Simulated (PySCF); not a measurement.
A small calculation by hand: chemical shift, span and skew from a shielding tensor

NO2, SMILES N([O-])=O, charge -1. Atoms are numbered in the order given.

```xyz
3

N      0.0000     0.0000    -0.4616
O      0.0000     1.0714     0.2019
O      0.0000    -1.0714     0.2019
```
Charge -1, spin multiplicity 1.

Geometry optimised at TPSSh-D3(BJ)/def2-TZVPD.

GIAO shieldings from HF/pcSseg-2 (PySCF), non-relativistic, no solvent. The symmetric part of the tensor of N1 has the principal values -1599.3, -448.7, 91.4 ppm. The same nucleus in NH3 has σ = 262.2 ppm at this level (PySCF, at its B3LYP-D3(BJ)/def2-TZVP geometry).

Q: Work out the isotropic shielding, the ¹⁵N shift against NH3, the span and the skew.

A: 
σ(iso) = (σ11 + σ22 + σ33)/3 = -652.2 ppm. δ = σ(ref) − σ(iso) = 262.2 − (-652.2) = 914.4 ppm.
Span Ω = σ33 − σ11 = 1690.7 ppm. Skew κ = 3(σ(iso) − σ22)/Ω = -0.36. Tumbling in solution averages the tensor to δ; in a static solid the shielding alone would spread this spin-1/2 line over Ω.
